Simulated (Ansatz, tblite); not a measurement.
Cost and result up the ladder for `[C-]#[N+]CCCCCCCCCC` (33 atoms). Charge 0, multiplicity 1. Geometry: PBE-D4/def2-SVP.

```xyz
33

C     7.276    1.182   -1.118
N     6.208    1.296   -0.616
C     4.914    1.401   -0.040
C     3.904    0.435   -0.674
C     2.513    0.551   -0.048
C     1.487   -0.402   -0.666
C     0.093   -0.299   -0.043
C    -0.928   -1.252   -0.675
C    -2.319   -1.230   -0.029
C    -3.072    0.099   -0.175
C    -4.520    0.071    0.333
C    -4.663   -0.173    1.838
H     4.563    2.451   -0.149
H     4.998    1.208    1.052
H     3.853    0.637   -1.766
H     4.288   -0.603   -0.569
H     2.148    1.599   -0.146
H     2.581    0.359    1.047
H     1.418   -0.207   -1.760
H     1.857   -1.449   -0.574
H    -0.264    0.751   -0.128
H     0.160   -0.506    1.050
H    -0.524   -2.288   -0.627
H    -1.022   -1.018   -1.760
H    -2.221   -1.492    1.048
H    -2.937   -2.039   -0.479
H    -3.072    0.390   -1.250
H    -2.520    0.907    0.356
H    -5.086   -0.709   -0.225
H    -5.007    1.036    0.073
H    -4.106    0.589    2.423
H    -4.275   -1.168    2.138
H    -5.724   -0.126    2.157
```

Ansatz on 4 threads of Arm Neoverse V2 on a shared host; xTB runs through tblite on one thread. Times are rough, summed over both states, and most runs start from the orbitals of an earlier one. PBE0-D4/def2-SVP serves as the yardstick here, not as an exact answer. The other state is a triplet.

The xTB rows come from tblite.

xTB has no spin-polarisation term.

```
           level  functions  wall time
        GFN2-xTB         69    0.027 s
        GFN1-xTB         90    0.038 s
 PBE-D4/def2-SVP        273       28 s
PBE0-D4/def2-SVP        273       42 s
```

Q: Estimate what each level gives for the vertical triplet (eV).

A: 
| level | vertical triplet (eV) | difference from PBE0-D4/def2-SVP (eV) |
| --- | --- | --- |
| GFN2-xTB | 5.46 | -0.19 |
| GFN1-xTB | 5.25 | -0.40 |
| PBE-D4/def2-SVP | 5.69 | 0.04 |
| PBE0-D4/def2-SVP | 5.65 | 0.00 |
